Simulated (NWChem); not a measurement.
System: CClCuO; SMILES [Cu](<-[C-]#[O+])[Cl]

Output (shortened):

```
             Northwest Computational Chemistry Package (NWChem) 7.3.0
             --------------------------------------------------------

 CS  symmetry detected

 AUTOZ failed to generate good internal coordinates.
 Cartesian coordinates will be used in optimizations.

                             Geometry "geometry" -> ""
                             -------------------------

 Output coordinates in angstroms (scale by  1.889725989 to convert to a.u.)

  No.       Tag          Charge          X              Y              Z
 ---- ---------------- ---------- -------------- -------------- --------------
    1 Cu                  29.0000    -0.00002930     0.00564363     0.00000000
    2 Cl                  17.0000     0.00002555    -1.99600934     0.00000000
    3 O                    8.0000     0.00001824     2.89871857     0.00000000
    4 C                    6.0000     0.00004491     1.76312419     0.00000000

 Effective nuclear repulsion energy (a.u.)     276.5907975002

      Symmetry information
      --------------------

 Group name             Cs
 Group number              2
 Group order               2
 No. of unique centers     4

                           NWChem Geometry Optimization
                           ----------------------------

 maximum gradient threshold         (gmax) =   0.000450
 rms gradient threshold             (grms) =   0.000300
 maximum cartesian step threshold   (xmax) =   0.001800
 rms cartesian step threshold       (xrms) =   0.001200
 fixed trust radius                (trust) =   0.300000
 source of zmatrix                         =

          -------------------
          Energy Minimization
          -------------------

 Using diagonal initial Hessian

          --------
          Step   0

                                 NWChem DFT Module
                                 -----------------

 Summary of "ao basis" -> "ao basis" (spherical)
 ------------------------------------------------------------------------------
       Tag                 Description            Shells   Functions and Types
 ---------------- ------------------------------  ------  ---------------------
 Cu                         def2-svp                11       31   5s3p2d1f
 Cl                         def2-svp                 8       18   4s3p1d
 O                          def2-svp                 6       14   3s2p1d
 C                          def2-svp                 6       14   3s2p1d

      Symmetry analysis of basis
      --------------------------

        a'         54
        a"         23

            General Information
            -------------------
          SCF calculation type: DFT
          Wavefunction type:  closed shell.
          No. of atoms     :     4
          No. of electrons :    60
           Alpha electrons :    30
            Beta electrons :    30
          Charge           :     0
          Spin multiplicity:     1
          Use of symmetry is: on ; symmetry adaption is: on
          Maximum number of iterations: 150
          AO basis - number of functions:    77
                     number of shells:    31
          Convergence on energy requested:  1.00D-06
          Convergence on density requested:  1.00D-05
          Convergence on gradient requested:  5.00D-04

              XC Information
              --------------
                         PBE0 Method XC Functional
                     Hartree-Fock (Exact) Exchange  0.250
          PerdewBurkeErnzerhof Exchange Functional  0.750
            Perdew 1991 LDA Correlation Functional  1.000 local
           PerdewBurkeErnz. Correlation Functional  1.000 non-local

             Grid Information
             ----------------
          Grid used for XC integration:  medium
          Radial quadrature: Mura-Knowles
          Angular quadrature: Lebedev.
          Tag              B.-S. Rad. Rad. Pts. Rad. Cut. Ang. Pts.
          ---              ---------- --------- --------- ---------
          Cu                  1.35      112           8.0       590
          Cl                  1.00       88          10.0       590
          O                   0.60       49          12.0       434
          C                   0.70       49          10.0       434
          Grid pruning is: on
          Number of quadrature shells:   298
          Spatial weights used:  Erf1

      Superposition of Atomic Density Guess
      -------------------------------------

 Sum of atomic energies:       -2210.32470957

      Non-variational initial energy
      ------------------------------

 Total energy =   -2211.137312
 1-e energy   =   -3621.552252
 2-e energy   =    1133.824143
 HOMO         =      -0.443891
 LUMO         =      -0.030202

[...]

      ----------------------
      Optimization converged
      ----------------------

  Step       Energy      Delta E   Gmax     Grms     Xrms     Xmax
  ---- ---------------- -------- -------- -------- -------- --------
@    5   -2213.12882668 -3.1D-08  0.00005  0.00002  0.00012  0.00035
                                     ok       ok       ok       ok

                         Geometry "geometry" -> "geometry"
                         ---------------------------------

 Output coordinates in angstroms (scale by  1.889725989 to convert to a.u.)

  No.       Tag          Charge          X              Y              Z
 ---- ---------------- ---------- -------------- -------------- --------------
    1 Cu                  29.0000    -0.00000060     0.00059991     0.00000000
    2 Cl                  17.0000     0.00001578    -2.08506681     0.00000000
    3 O                    8.0000     0.00003084     2.94286359     0.00000000
    4 C                    6.0000     0.00001337     1.81308036     0.00000000

 Effective nuclear repulsion energy (a.u.)     268.2549488851

      Symmetry information
      --------------------

 Group name             Cs
 Group number              2
 Group order               2
 No. of unique centers     4

 ==============================================================================
                                internuclear distances
 ------------------------------------------------------------------------------
       center one      |      center two      | atomic units |  angstroms
 ------------------------------------------------------------------------------
    2 Cl               |   1 Cu               |     3.94134  |     2.08567
    4 C                |   1 Cu               |     3.42509  |     1.81248
    4 C                |   3 O                |     2.13498  |     1.12978
 ------------------------------------------------------------------------------
                         number of included internuclear distances:          3
 ==============================================================================

[second-derivative integrals and response iterations left out]

  Vibrational analysis via the FX method

  See chapter 2 in "Molecular Vibrations" by Wilson, Decius and Cross

  Vib: Default input used

 ---------------------------- Atom information ----------------------------
     atom    #        X              Y              Z            mass
 --------------------------------------------------------------------------
    Cu       1 -1.1295504D-06  1.1336649D-03  0.0000000D+00  6.2929800D+01
    Cl       2  2.9823847D-05 -3.9402049D+00  0.0000000D+00  3.4968850D+01
    O        3  5.8288268D-05  5.5612058D+00  0.0000000D+00  1.5994910D+01
    C        4  2.5268435D-05  3.4262251D+00  0.0000000D+00  1.2000000D+01
 --------------------------------------------------------------------------

[unprojected Hessian and modes left out]

[...]

 Rotational Constants
 --------------------
 A= ********** cm-1  (********** K)
 B=   0.051105 cm-1  (  0.073527 K)
 C=   0.051105 cm-1  (  0.073527 K)

 Temperature                      =   298.15K
 frequency scaling parameter      =   1.0000

 Zero-Point correction to Energy  =    5.693 kcal/mol  (  0.009072 au)
 Thermal correction to Energy     =    9.267 kcal/mol  (  0.014768 au)
 Thermal correction to Enthalpy   =    9.859 kcal/mol  (  0.015711 au)

 Total Entropy                    =   57.751 cal/mol-K
   - Translational                =   40.386 cal/mol-K (mol. weight = 125.8936)
   - Rotational                   =    5.154 cal/mol-K (symmetry #  =        1)
   - Vibrational                  =   12.211 cal/mol-K

 Cv (constant volume heat capacity) =   15.842 cal/mol-K
   - Translational                  =    2.979 cal/mol-K
   - Rotational                     =    2.979 cal/mol-K
   - Vibrational                    =    9.883 cal/mol-K

[normal modes left out]

 ----------------------------------------------------------------------------
 Normal Eigenvalue ||           Projected Infra Red Intensities
  Mode   [cm**-1]  || [atomic units] [(debye/angs)**2] [(KM/mol)] [arbitrary]
 ------ ---------- || -------------- ----------------- ---------- -----------
    1       -0.000 ||    0.000000           0.000         0.000       0.000
    2       -0.000 ||    0.002457           0.057         2.396       0.457
    3       -0.000 ||    0.001180           0.027         1.150       0.219
    4       -0.000 ||    0.000614           0.014         0.599       0.114
    5        0.000 ||    0.001892           0.044         1.845       0.352
    6       73.253 ||    0.006029           0.139         5.878       1.121
    7       73.254 ||    0.006029           0.139         5.878       1.121
    8      354.144 ||    0.037814           0.872        36.863       7.032
    9      357.299 ||    0.000128           0.003         0.125       0.024
   10      357.299 ||    0.000128           0.003         0.125       0.024
   11      494.371 ||    0.001174           0.027         1.144       0.218
   12     2274.263 ||    0.587827          13.562       573.043     109.317
 ----------------------------------------------------------------------------
```

Level: PBE0/def2-SVP. 

Q: Which NWChem input produces such a log?

A: Several could match; the one computed here: the input that was run:
```
start job
memory heap 200 mb stack 900 mb global 1100 mb
geometry units angstroms
  Cu     0.002464    -0.020879     0.018640
  Cl    -0.172751     1.461381    -1.315084
  O      0.255411    -2.162323     1.947401
  C      0.156656    -1.322794     1.189102
end
basis spherical
  * library def2-svp
end
dft
  xc pbe0
  iterations 150
end
driver
  maxiter 120
end
task dft optimize
task dft freq
```
